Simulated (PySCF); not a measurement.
## Dipole response of Ar (argon, neutral)

[Ar], closed-shell 1S. Computed with PySCF 2.14 in aug-cc-pV(Q+d)Z, with the non-relativistic Hamiltonian (point nucleus). Coupled (time-dependent) response in atomic units; α is the mean over directions.

```json
{"method": "UHF", "mean α (bohr³)": "10.75", "C₆ (like pair)": "62.03", "S(−4)": "25.09"}
{"method": "PBE", "mean α (bohr³)": "11.86", "C₆ (like pair)": "69.78", "S(−4)": "34.10"}
{"method": "PBE0", "mean α (bohr³)": "11.38", "C₆ (like pair)": "66.38", "S(−4)": "30.02"}
{"method": "BHandHLYP", "mean α (bohr³)": "11.15", "C₆ (like pair)": "64.67", "S(−4)": "28.28"}
{"method": "LC-wPBE", "mean α (bohr³)": "11.21", "C₆ (like pair)": "65.23", "S(−4)": "28.58"}
```

S(−4) is the Cauchy moment in α(ω) = α(0) + S(−4) ω² + …

Reference α: 11.083 ± 0.007 bohr³ (recommended; Schwerdtfeger and Nagle, table of static dipole polarizabilities (2023 update)). Published C₆: 64.20 (Chu and Dalgarno (2004); Tang, Norbeck and Certain (1976)).

α(iu) at PBE0:

```csv
u (hartree),α(iu) (bohr³)
0,11.38
0.0500,11.31
0.100,11.09
0.200,10.33
0.300,9.309
0.500,7.215
0.750,5.159
1.00,3.764
1.50,2.185
2.00,1.407
3.00,0.7234
5.00,0.3056
```

A single London oscillator, α(iu) = α/(1 + u²/ω²), gives C₆ = (3/4) ω α². Matching the computed C₆ needs ω = 4 × 66.38 / (3 × 11.38²) = 0.683 hartree.
